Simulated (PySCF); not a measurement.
## Nuclear quadrupole coupling in `COCBF`

C2H6BFO.
Structure used (PBE0-D3(BJ)/def2-SVP), in Å, numbered top down from 1:
```
atom  x, y, z in Å
C1    -1.402    1.013   -0.462
O2    -0.199    0.751    0.187
C3     0.348   -0.490   -0.134
B4     1.691   -0.757    0.629
F5     2.334   -1.885    0.366
H6    -1.287    1.012   -1.565
H7    -1.749    2.008   -0.148
H8    -2.184    0.270   -0.205
H9     0.533   -0.597   -1.229
H10   -0.348   -1.329    0.109
H11    2.175   -0.012    1.448
```

Field gradients from the PBE0/pcSseg-1 density (PySCF, non-relativistic), principal values in atomic units, ordered |Vxx| ≤ |Vyy| ≤ |Vzz|:

```csv
atom,Vxx,Vyy,Vzz
O2,-0.0158,-2.0299,2.0457
B4,-0.1153,-0.3854,0.5006
```

Find the asymmetry η = (Vxx − Vyy)/Vzz and the couplings χ = eQV/h (234.96 MHz × Q in barn × V in au), with Q(17O) = −0.0256 b, Q(11B) = 0.04059 b.

```tsv
atom	environment	nucleus	η	χzz (MHz)	χxx (MHz)	χyy (MHz)
O2	ether oxygen	17O	0.98	-12.31	0.09	12.21
B4	three-coordinate boron	11B	0.54	4.775	-1.099	-3.676
```

At O2 η is above 0.9: Vyy and Vzz are nearly equal in size and opposite in sign, so a small change could swap them and flip the sign of χzz. 

What is Vzz at O2 in SI units (1 au = 9.71736 × 10²¹ V/m²)?

2.0457 au = 19.879 × 10²¹ V/m².

And the gradient at the other heavy atoms, for which no coupling is worked out here?

| atom | environment | Vzz (au) | η |
| --- | --- | --- | --- |
| C1 | methoxy carbon | 0.346 | 0.12 |
| C3 | sp3 carbon bound to oxygen | 0.367 | 0.74 |
| F5 | boron-bound fluorine | -1.360 | 0.92 |

Were the hydrogens deuterons (Q(2H) = 0.00286 b), χzz would run from 132 kHz (H11) to 193 kHz (H7).

The structure is a single PBE0-D3(BJ)/def2-SVP conformer in the gas phase; no vibrational or solvent corrections. A larger basis could move these couplings by a tenth or more.
